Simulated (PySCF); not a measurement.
Compound: C8H8F2N (charge -1).
Numbering: `[F:1][CH:2]([F:3])[c:4]1[cH:5][cH:6][c:7]([CH:8]2[CH2:9][CH2:10]2)[n-:11]1` (hydrogens: H12 on C2; H13 on C5; H14 on C6; H15 on C8; H16, H17 on C9; H18, H19 on C10)

Theory: PySCF 2.14.0, PBE0-D3(BJ)/def2-SVP geometry optimisation, gas phase.

Q: What internal coordinates does the optimisation give?

A: 
```csv
bond,length (Å),order
"F1–C2, C2–F3",1.379,single
C2–C4,1.469,single
C4–C5,1.405,aromatic
C5–C6,1.409,aromatic
C6–C7,1.409,aromatic
C7–C8,1.486,single
"C8–C9, C8–C10",1.507,single
C9–C10,1.500,single
C7–N11,1.346,aromatic
C4–N11,1.359,aromatic
C2–H12,1.104,single
C5–H13,1.091,single
C6–H14,1.093,single
C8–H15,1.096,single
"C9–H16, C10–H19",1.096,single
"C9–H17, C10–H18",1.094,single
```

Bonds in one row agree within 0.01 Å and their mean is given. Orders are formal, as drawn. A selection of angles:
```csv
angle,degrees
F1–C2–F3,103.5
F1–C2–C4,113.9
F1–C2–H12,107.7
C4–C2–H12,109.6
C2–C4–C5,129.0
C2–C4–N11,119.1
C5–C4–N11,111.9
C4–C5–C6,105.1
C4–C5–H13,127.1
C6–C5–H13,127.8
C5–C6–C7,105.7
C5–C6–H14,127.5
C7–C6–H14,126.8
C6–C7–C8,127.6
C6–C7–N11,111.7
C8–C7–N11,120.7
C7–C8–C9,119.5
C7–C8–H15,114.5
C9–C8–C10,59.7
C9–C8–H15,116.4
C8–C9–C10,60.2
C8–C9–H16,119.3
C8–C9–H17,114.7
C10–C9–H16,118.6
C10–C9–H17,116.9
H16–C9–H17,115.8
C4–N11–C7,105.7
```

Torsions: F1–C2–C4–C5 60° (synclinal); C6–C7–C8–C9 146° (anticlinal); C7–C8–C9–C10 109° (anticlinal); C7–C8–C10–C9 -109° (anticlinal).

C5 (aromatic CH carbon) is planar (angles 127.8°, 127.1° and 105.1°, sum 360.0°, 0.00 Å off the plane of its three neighbours). C6 (aromatic CH carbon) is planar (angles 127.5°, 126.8° and 105.7°, sum 360.0°, 0.00 Å off the plane of its three neighbours). C7 (substituted aromatic carbon) is planar (angles 127.6°, 120.7° and 111.7°, sum 360.0°, 0.00 Å off the plane of its three neighbours). N11 (two-coordinate ring nitrogen) is bent (angle 105.7°). The 5-membered ring C4–C5–C6–C7–N11 has internal angles of 105.1° to 111.9°; it is planar, 0.00 Å rms from its mean plane, widest ring torsion 0°. C4 (substituted aromatic carbon) is planar (angles 129.0°, 119.1° and 111.9°, sum 360.0°, 0.00 Å off the plane of its three neighbours). The 3-membered ring C8–C9–C10 has internal angles of 59.7° to 60.2°.

No frequency check. The geometry's basis has no diffuse functions, a weakness for an anion.

One conformer stands for the species.
